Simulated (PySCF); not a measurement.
## Telling isomers of C6H13NO2Si apart by NMR

PySCF calculation with shielding tensors at PBE0/pcSseg-1 (GIAO) and geometry: GFN2-xTB; no solvent, rapidly exchanging positions averaged, one computed conformer, no relativistic terms.

Chemical shifts δ = σref − σ; $^{1}$H (31.72 ppm), $^{13}$C (186.93 ppm) against TMS, all at this level. Where no couplings were computed, multiplicities follow the n + 1 count of equivalent neighbours, and m marks all less simple cases (inequivalent or close neighbours, rings, F or P nearby). Acid and N–H amide carbonyl carbons lie up to 10 ppm further downfield in solution (hydrogen bonding). Shifts are as computed. Against solution values, carbons near 30 ppm lie about +3 ppm off and those near 130 ppm about +5 ppm. Of 1309 compounds with measured shifts, 239 miss one by over three times the rms of a fit or turn the order of signals round; such compounds aren't used in these exercises. Groups on amide-type nitrogens are kept apart (slow C–N rotation). OH and NH positions are gas-phase values without hydrogen bonding to other molecules.

(1) Tabulate the signals of `C[C@@H]([SiH3])[C@@](C)(C=O)C(N)=O`, `C[SiH2][C@H](OC1CC1)C(N)=O` and their relative energies.

(2) What is the quickest way to tell C[C@@H]([SiH3])[C@@](C)(C=O)C(N)=O from C[SiH2][C@H](OC1CC1)C(N)=O?

Answers

(1) 
```tsv
SMILES	carbon types	δC	δH	E rel. (kcal/mol)
C[C@@H]([SiH3])[C@@](C)(C=O)C(N)=O	2×C 2×CH 2×CH3	217.1, 179.5, 62.1, 27.4, 23.7, 13.7	10.06 (s, 1H), 5.98 (br, 1H), 4.70 (br, 1H), 4.13 (d, 3H), 1.50 (s, 3H), 1.26 (m, 3H), 1.20 (m, 1H)	0.0
C[SiH2][C@H](OC1CC1)C(N)=O	1×C 2×CH 2×CH2 1×CH3	174.9, 77.3, 57.3, 8.9, 7.5, -8.7	6.35 (br, 1H), 4.62 (br, 1H), 4.08 (m, 1H), 3.97 (m, 1H), 3.64 (m, 1H), 3.38 (m, 1H), 0.87 (m, 1H), 0.60 (m, 1H), 0.59 (m, 1H), 0.36 (m, 1H), 0.26 (m, 3H)	10.6
```

Energies are electronic energies at PBE0/pcSseg-1 on these geometries, without zero-point or thermal terms, each for the one conformer computed, which needn't be the lowest.

(2) Both give the same number of carbon signals, but DEPT or the intensities differ. The first has an aldehyde carbonyl carbon (CH) at 217.1 ppm, the second a three-membered-ring carbon (CH2) at 8.9 ppm. Their most deshielded carbons lie at 217.1 and 174.9 ppm. In the proton spectra the most deshielded non-exchanging signals are 10.06 (s, 1H) and 4.08 (m, 1H).
